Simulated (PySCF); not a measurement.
These are B3LYP-D3(BJ)/def2-TZVP // r2SCAN-D4/def2-SVP run with PySCF values and carry that method's errors. All species are isolated molecules in the gas phase. One relaxed conformer stands for a flexible species; it need not be the lowest. B3LYP has the VWN-RPA correlation part, as in Gaussian. 

Reference species: [Ti(F)4] (neutral, multiplicity 1).

| Item | Value |
|---|---|
| charge on the central atom (Mulliken) | 1.66 e |
| LUMO | -3.42 eV |
| mean distance from the central atom to its bonded neighbours | 1.735 Å |

Changed species: [Ti(F)2(NH2)2] (2 of 4 F replaced by NH2; the reference has 0 of 4 F replaced by NH2).

Give the shifts of the charge on the central atom (Mulliken), LUMO and mean distance from the central atom to its bonded neighbours.

the charge on the central atom (Mulliken) falls by 0.11 e, to 1.55 e; the LUMO rises by 1.51 eV, to -1.91 eV; the mean distance from the central atom to its bonded neighbours increases by 0.079 Å, to 1.814 Å.
